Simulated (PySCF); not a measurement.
## Exercise with solution: chemical shift, span and skew from a shielding tensor

C₃H₁₀Si₃, SMILES [SiH2]1[SiH2]C([SiH2]1)C=C. Atoms are numbered in the order given.

```xyz
16

C      3.3377     0.3434     0.0000
C      2.1784    -0.3267     0.0000
C      0.8143     0.2764     0.0000
Si    -0.3842    -0.1732    -1.4433
Si    -2.2160     0.2136     0.0000
Si    -0.3842    -0.1732     1.4433
H      3.3668     1.4381     0.0000
H      4.2970    -0.1803     0.0000
H      2.2091    -1.4245     0.0000
H      0.8786     1.3816     0.0000
H     -0.2662    -1.6298    -1.7537
H     -0.1761     0.6092    -2.6973
H     -3.3874    -0.7070     0.0000
H     -2.6800     1.6330     0.0000
H     -0.1761     0.6092     2.6973
H     -0.2662    -1.6298     1.7537
```

Geometry optimised at B3LYP-D3(BJ)/def2-SVP. This is a generated structure with no PubChem entry under its InChIKey; it may be hypothetical. Other conformers were not sampled.

GIAO shieldings from PBE/pcSseg-1 run with PySCF, non-relativistic, no solvent. The symmetric part of the tensor of C3 has the principal values 122.8, 143.7, 187.4 ppm. The same nucleus in TMS has σ = 182.0 ppm at this level (PySCF, at its B3LYP-D3(BJ)/def2-TZVP geometry).

Q: Work out the isotropic shielding, the ¹³C shift against TMS, the span and the skew.

A: 
σ(iso) = (σ11 + σ22 + σ33)/3 = 151.3 ppm. δ = σ(ref) − σ(iso) = 182.0 − (151.3) = 30.7 ppm.
Span Ω = σ33 − σ11 = 64.6 ppm. Skew κ = 3(σ(iso) − σ22)/Ω = 0.35. Tumbling in solution averages the tensor to δ; in a static solid the shielding alone would spread this spin-1/2 line over Ω.
